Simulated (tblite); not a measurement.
Species: C₅H₁₂O₂Si.
Z-matrix (Å and degrees, GFN2-xTB geometry), rows numbered from 1:
```
C 
C   1  1.5329
C   2  1.5251  1  111.03
C   2  1.5191  1  107.50  3  -121.67
O   4  1.2181  2  122.05  1    96.75
C   4  1.4781  2  116.31  1   -86.22
Si  6  1.9313  4  104.81  2  -107.99
O   7  1.6124  6  107.02  4   -45.49
H   1  1.0882  2  110.94  3   179.96
H   1  1.0876  2  110.19  3   -59.74
H   1  1.0879  2  109.98  3    59.89
H   2  1.0951  1  108.87  3   121.05
H   3  1.0879  2  110.35  1   177.03
H   3  1.0874  2  110.51  1    56.68
H   3  1.0872  2  109.90  1   -63.70
H   6  1.0883  4  110.10  2   137.69
H   6  1.0843  4  112.81  2    14.84
H   7  1.4566  6  108.76  4  -162.40
H   7  1.4630  6  108.33  4    73.78
H   8  0.9650  7  117.67  6    13.60
```

Computed values, GFN2-xTB/tblite, gas phase, harmonic and unscaled. Errors from tens to a few hundred cm⁻¹ against measured bands are possible. Modes of hydrogen on silicon can be 10 to 20 % off. One conformer, not necessarily the lowest.

Harmonic wavenumbers (cm⁻¹): 36.0, 48.8, 80.9, 153.3, 178.2, 204.5, 209.3, 254.2, 284.3, 334.2, 440.4, 441.3, 509.8, 578.2, 607.4, 648.1, 693.6, 747.1, 770.9, 794.6, 851.1, 886.8, 937.7, 946.5, 949.2, 986.4, 1048.8, 1094.0, 1131.7, 1142.7, 1164.9, 1196.9, 1281.7, 1331.3, 1402.0, 1414.7, 1457.1, 1487.5, 1492.1, 1499.2, 1503.7, 1700.1, 2264.3, 2322.7, 2932.6, 3004.7, 3026.7, 3030.9, 3034.1, 3037.3, 3039.4, 3046.5, 3048.9, 3438.9.

A = 3085, B = 977.6, C = 899.1 MHz; mass 132.061 u (most abundant isotopes); point group C1, symmetry number 1.

Zero-point energy?

Half the sum of the wavenumbers: 35074 cm⁻¹ = 100.28 kcal/mol.

What is S at 350 K and 1 bar for an ideal gas of classical rigid rotors and harmonic oscillators?

Translation 41.37, rotation 29.64, vibration 39.45: S = 110.5 cal/(mol K).

And Cp and H(350 K) − H(0)?

Cp = 47.05 cal/(mol K), of which vibrations give 39.11 (their classical limit is 54 R = 107.3); H(350 K) − H(0) = 9.82 kcal/mol without the zero-point energy, 7.04 from vibrations.

Which modes carry the vibrational entropy at 350 K?

36.0 cm⁻¹: 5.79; 48.8 cm⁻¹: 5.18; 80.9 cm⁻¹: 4.18; 153.3 cm⁻¹: 2.94; 178.2 cm⁻¹: 2.65; 204.5 cm⁻¹: 2.39 cal/(mol K); the other 48 give 16.32 together.

How do the functions run with temperature in this model?

```json
{"T (K)": "50", "S (cal/(mol K))": "60.0", "Cp (cal/(mol K))": "14.0", "H − H(0) (kcal/mol)": "0.54", "G − H(0) (kcal/mol)": "-2.46", "ln q(vib)": "0.85"}
{"T (K)": "100", "S (cal/(mol K))": "71.7", "Cp (cal/(mol K))": "20.2", "H − H(0) (kcal/mol)": "1.40", "G − H(0) (kcal/mol)": "-5.77", "ln q(vib)": "2.32"}
{"T (K)": "298.15", "S (cal/(mol K))": "103.4", "Cp (cal/(mol K))": "41.6", "H − H(0) (kcal/mol)": "7.52", "G − H(0) (kcal/mol)": "-23.30", "ln q(vib)": "8.23"}
{"T (K)": "373.15", "S (cal/(mol K))": "113.5", "Cp (cal/(mol K))": "49.4", "H − H(0) (kcal/mol)": "10.94", "G − H(0) (kcal/mol)": "-31.44", "ln q(vib)": "10.40"}
{"T (K)": "500", "S (cal/(mol K))": "129.6", "Cp (cal/(mol K))": "60.6", "H − H(0) (kcal/mol)": "17.94", "G − H(0) (kcal/mol)": "-46.87", "ln q(vib)": "14.01"}
{"T (K)": "750", "S (cal/(mol K))": "157.4", "Cp (cal/(mol K))": "76.3", "H − H(0) (kcal/mol)": "35.19", "G − H(0) (kcal/mol)": "-82.85", "ln q(vib)": "20.81"}
{"T (K)": "1000", "S (cal/(mol K))": "180.9", "Cp (cal/(mol K))": "86.7", "H − H(0) (kcal/mol)": "55.64", "G − H(0) (kcal/mol)": "-125.21", "ln q(vib)": "27.08"}
```

q(vib) and H(0) count from the zero-point level.

What must be added to the electronic energy to get the Gibbs energy at 350 K and 1 bar?

ZPE + [H(350 K) − H(0)] − T·S = 100.28 + 9.82 − 38.66 = 71.44 kcal/mol.

Hindered rotation and anharmonicity are outside this model. Other conformers, if any are populated, would add a mixing term that is left out. The structure is chiral; the term R ln 2 for an equal mix with its mirror image is left out.
